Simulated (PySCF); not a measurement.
# Molecular orbitals of BeC

PBE0 at R = 1.678 Å; Be def2-TZVP, C def2-TZVP; no relativity (PySCF 2.14). State: ³Π (triplet), unpaired electrons σ ↑, π ↑, a second solution, started from another occupation. Only the outer orbitals are listed, counted within each symmetry.

| spin | orbital | occ. | ε (eV) | on Be (%) | main shells (%) |
| --- | --- | --- | --- | --- | --- |
| α | 3σ | 1 | -17.03 | 23 | 74 C s, 12 Be s, 10 Be p |
| α | 4σ | 1 | -7.98 | 31 | 56 C p, 30 Be s, 13 C s |
| α | 1π | 1 | -7.74 | 16 | 84 C p, 14 Be p |
| α | 5σ | 1 | -5.80 | 83 | 46 Be s, 38 Be p, 14 C p |
| α | 1π | 0 | -4.63 | 26 | 74 C p, 24 Be p |
| α | 2π | 0 | -0.62 | 92 | 90 Be p |
| α | 2π | 0 | -0.27 | 82 | 80 Be p, 18 C p |
| β | 3σ | 1 | -15.42 | 26 | 71 C s, 13 Be s, 11 Be p |
| β | 4σ | 1 | -7.11 | 20 | 64 C p, 18 Be s, 15 C s |
| β | 1π | 0 | -4.11 | 24 | 76 C p, 22 Be p |
| β | 1π | 0 | -3.00 | 33 | 66 C p, 31 Be p |
| β | 5σ | 0 | -1.90 | 95 | 68 Be s, 26 Be p |

Problem. Which are the highest filled and the lowest empty level, where do they sit, and how wide is the gap?

Solution. Highest filled α 5σ at -5.80 eV (in %: 46 Be s, 38 Be p, 14 C p); lowest empty α 1π at -4.63 eV (in %: 74 C p, 24 Be p); the gap at PBE0 is 1.17 eV.

| Property | Result |
| --- | --- |
| bond order (Mayer) | 1.24 |
| ⟨S²⟩ | 2.003 |
| charge on Be (Mulliken, basis-dependent) | 0.01 |
| charge on Be (Löwdin, basis-dependent) | 0.03 |
| dipole moment (positive dipole means Be(−)C(+)) | -1.08 D |
